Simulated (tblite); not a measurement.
C₅H₈N₂S.
Geometry (GFN2-xTB, Å), atoms numbered from 1 in this order:
```
atom  x, y, z in Å
C1    -2.3021   -0.3655   -0.1632
N2    -0.9362   -0.6118    0.2382
C3     0.0056    0.3905    0.0870
C4    -0.2607    1.7798    0.0031
N5     0.7805    2.5657   -0.0652
S6     2.1649    1.7095   -0.0307
C7     1.3701    0.1806    0.0758
C8     2.1068   -1.1096    0.1486
H9    -2.7117    0.4457    0.4377
H10   -2.8863   -1.2632    0.0291
H11   -2.4001   -0.0993   -1.2238
H12   -0.5899   -1.5205   -0.0376
H13   -1.2361    2.2327   -0.0105
H14    1.8610   -1.7465   -0.7040
H15    1.8485   -1.6493    1.0607
H16    3.1783   -0.9298    0.1434
```

Method: GFN2-xTB as coded in tblite; computed harmonic values from a numerical Hessian at the method's own geometry, unscaled. Errors from tens to a few hundred cm⁻¹ against measured bands are possible. One conformer, not necessarily the lowest.

Harmonic wavenumbers (cm⁻¹): 68.1, 97.6, 137.9, 188.3, 201.0, 271.2, 299.7, 415.0, 455.8, 502.3, 585.6, 618.1, 698.5, 740.6, 810.1, 821.3, 899.9, 1031.4, 1057.3, 1091.0, 1120.7, 1169.9, 1182.8, 1203.3, 1366.9, 1397.7, 1407.1, 1429.0, 1442.4, 1475.8, 1481.1, 1482.4, 1494.7, 1590.1, 2895.0, 2968.4, 2992.7, 3013.2, 3030.1, 3053.2, 3125.2, 3415.0.

A = 2978, B = 1445, C = 989.1 MHz; mass 128.041 u (most abundant isotopes); point group C1, symmetry number 1.

Problem. Zero-point energy?

Solution. Half the sum of the wavenumbers: 27364 cm⁻¹ = 78.24 kcal/mol.

Problem. Give the ideal-gas entropy at 298.15 K and 1 bar in the rigid-rotor, harmonic-oscillator model (classical rotation).

Solution. Translation 40.48, rotation 28.71, vibration 22.81: S = 92.0 cal/(mol K).

Problem. And Cp and H(298.15 K) − H(0)?

Solution. Cp = 33.05 cal/(mol K), of which vibrations give 25.10 (their classical limit is 42 R = 83.5); H(298.15 K) − H(0) = 6.10 kcal/mol without the zero-point energy, 3.73 from vibrations.

Problem. Which modes carry the vibrational entropy at 298.15 K?

Solution. 68.1 cm⁻¹: 4.21; 97.6 cm⁻¹: 3.50; 137.9 cm⁻¹: 2.83; 188.3 cm⁻¹: 2.24; 201.0 cm⁻¹: 2.12; 271.2 cm⁻¹: 1.59 cal/(mol K); the other 36 give 6.31 together.

Problem. Blend soft modes into free rotors: weight 1/[1 + (100 cm⁻¹/ν̃)⁴] for the oscillator and the rest for a rotor with moment μB/(μ + B), μ = h/(8π²ν), B = 10⁻⁴⁴ kg m². What vibrational entropy results?

Solution. 21.63 cal/(mol K) in place of 22.81, which changes −T·S at 298.15 K by +0.35 kcal/mol.

Hindered rotation and anharmonicity are outside this model. Other conformers, if any are populated, would add a mixing term that is left out. The structure is chiral; the term R ln 2 for an equal mix with its mirror image is left out.

Hardware: one thread, Arm Neoverse V2 (aarch64), no GPU, shared host with 96 logical CPUs at a one-minute load of 66. Cost: 0.44 s of wall time. This covers the Hessian and the dipole derivatives.
